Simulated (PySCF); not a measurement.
Numbering as in the mapped SMILES `[OH:1][c:2]1[cH:3][cH:4][c:5]([O:6][SiH3:7])[cH:8][cH:9]1`; H(Xn) means a hydrogen on atom n.

Rapidly exchanging positions averaged, isolated molecule, no relativistic terms, a single conformation. PBE0/pcSseg-1 with gauge-including orbitals; geometry from GFN2-xTB; PySCF.

δ = σ(ref) − σ, references computed at the same level: $^{13}$C and $^{1}$H and $^{29}$Si vs TMS; $^{17}$O against H2O.

```csv
atoms,nucleus,count,δ (ppm)
H(Si7),$^{1}$H,3,5.12
C2,$^{13}$C,1,157.9
O1,$^{17}$O,1,118.5
H(C3)/H(C9),$^{1}$H,2,?
C4/C8,$^{13}$C,2,122.9
C5,$^{13}$C,1,?
H(O1),$^{1}$H,1,3.97
Si7,$^{29}$Si,1,-44.9
O6,$^{17}$O,1,82.8
H(C4)/H(C8),$^{1}$H,2,?
C3/C9,$^{13}$C,2,119.3
```

Estimate the values marked ?.

Answers


- C5: 155.1 ppm, aromatic carbon bearing oxygen; σ withdrawal by the attached heteroatom moves it downfield of the ring CH carbons
- H(C4)/H(C8): 6.96 ppm, hydrogen on an aromatic CH; π donation from the O or N substituent shields it against benzene
- H(C3)/H(C9): 6.88 ppm, hydrogen on an aromatic CH; ortho or para to a lone-pair donor, hence upfield of benzene

Exchangeable OH/NH protons stand at their gas-phase positions; hydrogen bonding in a real sample shifts them, mostly to higher δ. Shifts are as computed. Against solution values, carbons near 30 ppm lie about +3 ppm off and those near 130 ppm about +5 ppm (rms about the fit 2.1 ppm; single classes can miss by 10 ppm). Of 1328 compounds with measured shifts, 309 miss one by over three times the rms of a fit or turn the order of signals round; such compounds aren't used in these exercises. Signals without a measured value on file couldn't be tested in this way; 1H shifts scatter by 0.2 ppm about their fit, and single ones miss by 0.5 ppm. Experimental scales use liquid or dissolved standards, which lie at an offset from isolated H2O (liquid H2O: subtract about 36 ppm).
